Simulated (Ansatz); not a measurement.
Computed with Ansatz on PBE0-D4/def2-TZVP structures; ΔE is electronic, products minus reactants. CCSD(T)/CBS adds triple-zeta CCSD(T) − MP2 to the extrapolated MP2 energy (def2 sets, frozen cores). This one scheme is used for every species. Functionals use def2-TZVPP. B3LYP here is the variant with VWN-RPA as its local correlation; programs differ in this. HSE06 is defined as in plane-wave codes. For Ge outer-core shells are correlated without core-valence functions, which leaves a few kJ/mol of doubt a bond. Scalar relativity is left out up to krypton. Each species was taken in one conformer, which may not be the lowest.

Consider the hydrogenolysis of a Ge–S bond: `[SH][GeH2][Cl]` + H₂ → `[Cl][GeH3]` + H₂S.

| level | ΔE (kcal/mol) |
| --- | --- |
| ωB97X-V | 6.4 |
| PBE | 7.3 |
| PBE0 | 6.5 |
| B3LYP | 5.2 |
| HSE06 | 6.6 |
| RPA@PBE/def2-TZVPP | 5.6 |
| CCSD(T)/def2-TZVPP | 6.5 |
| MP2/def2-QZVPP | 9.1 |

(1) What does CCSD(T)/CBS give? (An estimate is asked.)

Largest T1 diagnostic among the species: 0.010.

Results:

(1) The calculation gave: +7.3 kcal/mol. The listed levels differ from it by -0.9, 0.0, -0.8, -2.1, -0.7, -1.7, -0.8, 1.8 kcal/mol.

From PBE to PBE0 (25 % exact exchange), in def2-TZVPP and without D4, ΔE moves by −0.8 kcal/mol. Leaving LDA and LC-ωPBE aside and taking each functional with its dispersion term where it has one, the values, not all of them listed here, spread over 3.9 kcal/mol, from CAM-B3LYP-D4 to revPBE-D4. At CCSD(T), def2-SVP lies −3.3 kcal/mol from the extrapolated value and def2-TZVPP −0.7 kcal/mol.
